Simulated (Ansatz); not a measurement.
Relaxation of AlFH₅NO (9 atoms, charge 0, multiplicity 1), to a largest force component of 0.03 eV/Å in at most 50 steps.

These are results of Ansatz 0.2.0, RKS LDA/def2-SVP, not measurements.

```xyz
9
Properties=species:S:1:pos:R:3:forces:R:3
Al -0.145 -0.262 -0.135 0.00 0.06 0.35
F -0.103 -0.557 1.519 -0.01 0.02 -0.29
O 1.282 -0.203 -1.038 0.07 -0.01 0.02
H 2.169 -0.339 -0.668 -0.04 0.01 -0.03
N -1.688 -0.125 -0.948 -0.02 0.00 0.00
H -2.600 -0.178 -0.490 0.01 0.00 0.00
H -1.786 0.008 -1.957 0.00 0.00 0.00
H -0.031 2.203 1.092 -0.01 1.77 -1.07
H -0.029 1.561 1.441 0.01 -1.85 1.02
```

Task: Where does it end, and by what steps?

Result: The forces met the threshold. The force dipped under the threshold on the way, but the program's further checks kept it going. After 23 steps the energy has fallen by 0.131 eV; H8 moved furthest, 0.88 Å.

| step | energy less start (eV) | largest force component (eV/Å) | accepted |
| --- | --- | --- | --- |
| 0 | 0.0000 | 1.846 | yes |
| 1 | -0.0872 | 0.242 | yes |
| 2 | -0.0959 | 0.718 | yes |
| 3 | -0.0932 | 0.371 | no |
| 4 | -0.1171 | 0.140 | yes |
| 5 | -0.1090 | 0.321 | no |
| 6 | -0.1198 | 0.049 | yes |
| 7 | -0.1206 | 0.035 | yes |
| 8 | -0.1215 | 0.043 | yes |
| 9 | -0.1212 | 0.219 | no |
| 10 | -0.1224 | 0.027 | yes |
| 11 | -0.1230 | 0.093 | yes |
| 12 | -0.1233 | 0.148 | yes |
| 13 | -0.1239 | 0.152 | yes |
| 14 | -0.1255 | 0.050 | yes |
| 15 | -0.1263 | 0.065 | yes |
| 16 | -0.1228 | 0.372 | no |
| 17 | -0.1274 | 0.068 | yes |
| 18 | -0.1277 | 0.201 | yes |
| 19 | -0.1288 | 0.136 | yes |
| 20 | -0.1301 | 0.042 | yes |
| 21 | -0.1304 | 0.037 | yes |
| 22 | -0.1308 | 0.031 | yes |
| 23 | -0.1309 | 0.022 | yes |

```xyz
9
Properties=species:S:1:pos:R:3
Al -0.088 -0.220 0.023
F -0.059 -0.894 1.543
O 1.339 -0.056 -0.874
H 2.207 -0.370 -0.579
N -1.627 0.090 -0.781
H -2.545 -0.109 -0.377
H -1.701 0.293 -1.782
H -0.546 1.705 0.580
H 0.090 1.669 1.064
```

Whether the end is a true minimum wasn't checked by a vibrational analysis.

Run time: 29 s on 2 threads of Arm Neoverse V1, with other jobs on the host, peak memory 0.15 GiB.
